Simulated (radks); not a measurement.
Effect of the nuclear size on the iodine ion I2+, [Kr] 4d10 5s2 5p3. Calculated with a radial shooting solver on a logarithmic mesh with Libxc functionals: Dirac Kohn-Sham, relativistic LDA (MacDonald-Vosko exchange, VWN5 correlation), spin-unpolarised, spherical densities, finite nucleus; open shells are shared between the two j in proportion to 2j + 1; Fermi nuclear charge, rms radius 4.75 fm. The rms radius is varied about that value; shifts are against it.

| rms radius (fm) | total energy shift (eV) | density at nucleus (e/bohr^3) | 1s1/2 shift (meV) | 2s1/2 shift (meV) | 4p1/2 shift (meV) | 5s1/2 shift (meV) | 5p1/2 shift (meV) | 5p3/2 shift (meV) | 6s1/2 (empty) shift (meV) |
|---|---|---|---|---|---|---|---|---|---|
| 4.218 | -1.24 | 2.512e+05 | -514 | -60.4 | 0.204 | -0.337 | 0.051 | 0.055 | -0.072 |
| 4.3795 | -0.874 | 2.496e+05 | -363 | -42.7 | 0.144 | -0.238 | 0.036 | 0.039 | -0.051 |
| 4.75 | 0 | 2.461e+05 | 0.000 | 0.000 | 0.000 | 0.000 | 0.000 | 0.000 | 0.000 |
| 5.0302 | 0.700 | 2.437e+05 | 291 | 34.2 | -0.115 | 0.191 | -0.029 | -0.031 | 0.041 |
| 5.32 | 1.46 | 2.414e+05 | 607 | 71.2 | -0.240 | 0.398 | -0.060 | -0.065 | 0.085 |

Slopes of the eigenvalues against <r^2> in GHz/fm^2, as finite differences over the two radii next to the reference (eigenvalue slopes, not the field-shift constants of lines): 1s1/2 25800, 2s1/2 3030, 4p1/2 -10.2, 5s1/2 17.0, 5p1/2 -2.55, 5p3/2 -2.79, 6s1/2 (empty) 3.63.
